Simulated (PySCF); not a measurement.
## How methods differ on the interval between two levels of Al⁺

Al⁺ [Ne] 3s2 → Al⁺ [Ne] 3p2 [3P2, M_J = 2], as a difference of total energies. Calculation: PySCF 2.14, in x2c-TZVPall-2c; the two-component X2C-1e Hamiltonian. Correlated levels: [Ne] frozen; the 6 highest virtual spinors dropped. "Screened" scales the spin-orbit matrix elements by Boettger's factors to mimic the two-electron term; Breit and QED terms are absent.

| method | interval between two levels (cm⁻¹) |
| --- | --- |
| GHF (spin-free) | 86686 |
| GMP2 (spin-free) | 91371 |
| GHF (screened spin-orbit) | 86748 |
| GMP2 (screened spin-orbit) | 91432 |

Errors of the correlated levels include the incompleteness of this basis and the frozen core.

The labels give the starting determinants; with spin-orbit coupling the two ends relaxed to ⟨J²⟩ = 0.00, ⟨L²⟩ = 0.00, ⟨S²⟩ = 0.00 and ⟨J²⟩ = 6.00, ⟨L²⟩ = 2.00, ⟨S²⟩ = 2.00.

For comparison: 94269 cm⁻¹ (measured; NIST Handbook of Basic Atomic Spectroscopic Data (Sansonetti and Martin, J. Phys. Chem. Ref. Data 34, 1559 (2005))).
